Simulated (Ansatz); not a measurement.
Input for Ansatz (an electronic-structure program): R-B3LYP/def2-TZVPPD on ClH7Si2 (a complex), monomers drawn apart or pushed together. Files ending in .json are basis or fitting sets from the Basis Set Exchange.

Ansatz 0.2 input:
```yaml
crystal:
  periodic: [false, false, false]
  atoms:
    - {symbol: Si, position_ang: [0.04874445, 0.00566945, 0.02378797]}
    - {symbol: H, position_ang: [0.53973453, -1.38819971, 0.05790655]}
    - {symbol: H, position_ang: [0.06935450, 0.50378241, -1.37126734]}
    - {symbol: H, position_ang: [0.92632966, 0.86328202, 0.85211315]}
    - {symbol: H, position_ang: [-1.33320496, 0.06924721, 0.54633631]}
    - {symbol: Si, position_ang: [0.14805797, 1.00032953, 5.50071393]}
    - {symbol: Cl, position_ang: [0.03490959, -1.01740981, 5.05914624]}
    - {symbol: H, position_ang: [-0.84880375, 1.71402305, 4.68085524]}
    - {symbol: H, position_ang: [1.51083048, 1.47066855, 5.18923868]}
    - {symbol: H, position_ang: [-0.14368658, 1.17150135, 6.93740381]}
basis:
  gaussian:
    orbitals: def2-TZVPPD.json
hamiltonian:
  xc: {name: B3LYP}
scf: {lower_state_search: off}
```

Program output:

```
Functional definition: B3LYP
[...]
these checks for a lower state are left out or cut short: stability, starts, cluster_reference, orbital_swaps, neighbouring_geometries, increment
integrals: 0.22 GiB planned
1377 factors; their error is unknown
mean field: 1.56 GiB planned
mean field evaluation 1: about -28394.5815 eV, gradient 1.7e1 eV
mean field evaluation 2: about -28395.2442 eV, gradient 1.0e1 eV
mean field evaluation 4: about -28395.4817 eV, gradient 3.6e-1 eV
mean field evaluation 8: about -28395.5265 eV, gradient 3.5e-1 eV
mean field evaluation 16: about -28395.5266 eV, gradient 3.7e-6 eV
mean field -28395.52659921 eV, -1043.5163553416 hartree, gradient 3.8e-6 eV, S^2 0.000000; 0 other end points of the search recorded, 0 dependent functions left out
reference -28395.52695587 eV, -1043.5163684489 hartree; 26, 26 occupied and 240, 240 virtual orbitals, 1377 factors
Total energy: -28395.52695587 eV, -1043.5163684489 hartree
Checks for a lower state left out: stability, starts, cluster_reference, orbital_swaps, neighbouring_geometries, increment
```

The calculation finished and met its thresholds.

Cost: very roughly 4 core-seconds.
